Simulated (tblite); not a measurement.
Compound: C6H10NS (doublet state).
Atom-mapped SMILES: `[NH2:1][CH2:2][C:3]1[CH2:4][CH2:5][C:6](=[S:7])[CH2:8]1` (hydrogens: H9, H10 on N1; H11, H12 on C2; H13, H14 on C4; H15, H16 on C5; H17, H18 on C8)

Geometry (GFN2-xTB, Å), atoms numbered from 1 in this order:
```xyz
18
C6H10NS angstrom
N      2.397   -0.202   -0.909
C      1.777    0.274    0.336
C      0.301    0.211    0.229
C     -0.562   -0.760    0.957
C     -1.993   -0.439    0.507
C     -1.865    0.445   -0.696
S     -3.090    0.852   -1.678
C     -0.455    0.905   -0.837
H      3.406   -0.110   -0.858
H      2.180   -1.183   -1.052
H      2.107   -0.289    1.225
H      2.103    1.316    0.452
H     -0.442   -0.682    2.042
H     -0.295   -1.795    0.694
H     -2.533    0.115    1.280
H     -2.586   -1.325    0.281
H     -0.401    1.998   -0.757
H     -0.058    0.677   -1.835
```

Calculated harmonic vibrations of the isolated species, GFN2-xTB (tblite), most abundant isotopes, no scaling. Against measured fundamentals such values can be off by several per cent, at times by over 20. One conformer, not necessarily the lowest. Open shells enter through the occupations alone, without spin polarisation, and single modes of such species can be off by tens of per cent.

Harmonic wavenumbers (cm⁻¹): 38.0, 43.8, 68.7, 147.7, 211.1, 274.2, 339.0, 355.9, 398.8, 465.6, 583.5, 714.0, 827.5, 837.1, 866.3, 872.0, 927.7, 983.5, 1030.9, 1033.4, 1047.0, 1090.8, 1095.1, 1145.8, 1157.9, 1169.5, 1210.9, 1234.7, 1262.5, 1301.9, 1318.4, 1335.9, 1349.3, 1386.0, 1435.8, 1463.9, 1467.7, 1558.8, 2830.2, 2844.6, 2865.0, 2889.6, 2909.8, 2928.0, 2946.6, 2996.1, 3381.9, 3415.9.

A = 3663, B = 931.5, C = 791.2 MHz; mass 128.053 u (most abundant isotopes); point group C1, symmetry number 1; spin multiplicity 2.

Problem. Zero-point energy?

Solution. Half the sum of the wavenumbers: 32029 cm⁻¹ = 91.58 kcal/mol.

Problem. Give the ideal-gas entropy at 350 K and 1 bar in the rigid-rotor, harmonic-oscillator model (classical rotation).

Solution. Translation 41.28, rotation 29.64, vibration 32.07, spin (R ln 2) 1.38: S = 104.4 cal/(mol K).

Problem. And Cp and H(350 K) − H(0)?

Solution. Cp = 39.13 cal/(mol K), of which vibrations give 31.19 (their classical limit is 48 R = 95.4); H(350 K) − H(0) = 8.27 kcal/mol without the zero-point energy, 5.49 from vibrations.

Problem. Which modes carry the vibrational entropy at 350 K?

Solution. 38.0 cm⁻¹: 5.68; 43.8 cm⁻¹: 5.40; 68.7 cm⁻¹: 4.51; 147.7 cm⁻¹: 3.01; 211.1 cm⁻¹: 2.33; 274.2 cm⁻¹: 1.85 cal/(mol K); the other 42 give 9.29 together.

Problem. What must be added to the electronic energy to get the Gibbs energy at 350 K and 1 bar?

Solution. ZPE + [H(350 K) − H(0)] − T·S = 91.58 + 8.27 − 36.53 = 63.32 kcal/mol.

Problem. How do the functions run with temperature in this model?

Solution. 
| T (K) | S (cal/(mol K)) | Cp (cal/(mol K)) | H − H(0) (kcal/mol) | G − H(0) (kcal/mol) | ln q(vib) |
| --- | --- | --- | --- | --- | --- |
| 100 | 72.2 | 17.7 | 1.33 | -5.90 | 2.30 |
| 200 | 86.8 | 25.3 | 3.47 | -13.89 | 4.80 |
| 300 | 98.7 | 34.3 | 6.44 | -23.18 | 7.11 |
| 500 | 120.6 | 52.3 | 15.17 | -45.14 | 11.62 |
| 800 | 149.4 | 69.8 | 33.72 | -85.77 | 18.26 |
| 1000 | 165.8 | 77.3 | 48.47 | -117.31 | 22.45 |

q(vib) and H(0) count from the zero-point level.

Problem. Blend soft modes into free rotors: weight 1/[1 + (100 cm⁻¹/ν̃)⁴] for the oscillator and the rest for a rotor with moment μB/(μ + B), μ = h/(8π²ν), B = 10⁻⁴⁴ kg m². What vibrational entropy results?

Solution. 27.92 cal/(mol K) in place of 32.07, which changes −T·S at 350 K by +1.45 kcal/mol.

Hindered rotation and anharmonicity are outside this model. Other conformers, if any are populated, would add a mixing term that is left out. The structure is chiral; the term R ln 2 for an equal mix with its mirror image is left out.
